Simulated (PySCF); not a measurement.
CH3Si, SMILES [CH]=[SiH2], multiplicity 2.

The structure is a stationary point at ωB97X-D3(BJ)/def2-TZVP. The isomer is the one that the SMILES or the coordinates give; other isomers of the formula were not compared.

Level of theory: TDA-M06-2X/def2-TZVPD run with PySCF.

Vertical excitations. The molecule is in vacuum.

Computed lowest excited states:
```json
[
 {"state": "root 1", "energy (eV)": "1.34", "λ (nm)": "927", "f": "0.000", "main pairs": "β HOMO→LUMO 96 %"},
 {"state": "root 2", "energy (eV)": "2.99", "λ (nm)": "414", "f": "0.005", "main pairs": "α HOMO−1→LUMO 41 %, β HOMO→LUMO+1 55 %"},
 {"state": "root 3", "energy (eV)": "3.67", "λ (nm)": "338", "f": "0.000", "main pairs": "α HOMO→LUMO 96 %"},
 {"state": "root 4", "energy (eV)": "5.32", "λ (nm)": "233", "f": "0.012", "main pairs": "α HOMO−1→LUMO+2 14 %, α HOMO−1→LUMO+3 6 %, β HOMO→LUMO+3 45 %, β HOMO→LUMO+4 15 %"},
 {"state": "root 5", "energy (eV)": "5.44", "λ (nm)": "228", "f": "0.233", "main pairs": "α HOMO−1→LUMO 49 %, β HOMO→LUMO+1 36 %, β HOMO−1→LUMO 6 %"},
 {"state": "root 6", "energy (eV)": "5.58", "λ (nm)": "222", "f": "0.031", "main pairs": "β HOMO→LUMO+2 76 %, β HOMO→LUMO+4 19 %"},
 {"state": "root 7", "energy (eV)": "5.83", "λ (nm)": "213", "f": "0.028", "main pairs": "α HOMO→LUMO+2 74 %, β HOMO−2→LUMO 10 %"},
 {"state": "root 8", "energy (eV)": "5.97", "λ (nm)": "208", "f": "0.000", "main pairs": "α HOMO→LUMO+2 9 %, β HOMO−2→LUMO 79 %"},
 {"state": "root 9", "energy (eV)": "6.14", "λ (nm)": "202", "f": "0.002", "main pairs": "α HOMO−1→LUMO+2 30 %, β HOMO→LUMO+3 44 %, β HOMO→LUMO+2 9 %, β HOMO→LUMO+4 7 %"},
 {"state": "root 10", "energy (eV)": "6.34", "λ (nm)": "195", "f": "0.164", "main pairs": "α HOMO−1→LUMO+2 34 %, β HOMO→LUMO+4 48 %, β HOMO→LUMO+2 9 %"}
]
```
Unrestricted roots are not spin-pure.
